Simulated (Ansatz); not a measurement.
Reactions of C₄H₈Cl₂ (`ClCCCCCl`).

Computed with Ansatz on PBE0-D4/def2-TZVP structures; ΔE is electronic, products minus reactants. CCSD(T)/CBS is the MP2 limit (def2-TZVPP, def2-QZVPP) plus CCSD(T) − MP2 in def2-TZVPP, frozen cores. This one scheme is used for every species. Each species was taken in one conformer, which may not be the lowest.

| reaction | CCSD(T)/CBS(def2) (kJ/mol) |
| --- | --- |
| `ClCCCCCl` + `CC` → `CCCCCCl` + `CCl` | 9 |
| `ClCCCCCl` + H–F → `FCCCCl` + `CCl` | 54 |
| `ClCCCCCl` + `O[SiH3]` → `[SiH3]OCCCl` + `CCCl` | 49 |
| `ClCCCCCl` + `C=C(C)O` → `C/C(O)=C/CCl` + `CCCCl` | ? |
| `ClCCCCCl` + `CCOC=O` → `CCOC(=O)CCCCl` + `CCl` | -22 |
| `ClCCCCCl` + `OCF` → `FCOCCCl` + `CCCl` | ? |

Fill in the missing values. (Estimate.)

Ansatz gave: `ClCCCCCl` + `C=C(C)O` → `C/C(O)=C/CCl` + `CCCCl`: +2.5 kJ/mol; `ClCCCCCl` + `OCF` → `FCOCCCl` + `CCCl`: +40.5 kJ/mol.

Largest T1 diagnostic: 0.014, for `CCOC=O`.
